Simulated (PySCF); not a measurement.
Delta-SCF ions had no search for a lower state. Excitations are Tamm–Dancoff values on a coarser integration grid. The basis has no diffuse functions, so Rydberg states are missing or too high.

# HBI2, SMILES `IBI` (charge 0, multiplicity 1)

All values below come from CAM-B3LYP-D3(BJ)/def2-TZVP in PySCF.

The HOMO comes out as -8.86 eV. The dipole moment is 0.21 D and the HOMO–LUMO gap is 7.59 eV. The LUMO is -1.26 eV and the S1 excitation (TDA) is 4.11 eV. The S1 oscillator strength comes out as 0.000, the brightest of the four lowest singlets (TDA) is 4.98 eV and the T1 excitation (TDA) comes out as 3.94 eV. The S1–T1 gap (TDA) is 0.16 eV and the vertical ionisation energy (Delta-SCF) is 9.80 eV. The total energy comes out as -620.9039 Ha and the cost is very roughly 90 core-seconds.

Bonds (Å): I1–B2 2.101, B2–I3 2.101, B2–H4 1.180. Angles (°): I1–B2–I3 123.0, I1–B2–H4 118.5, I3–B2–H4 118.5.
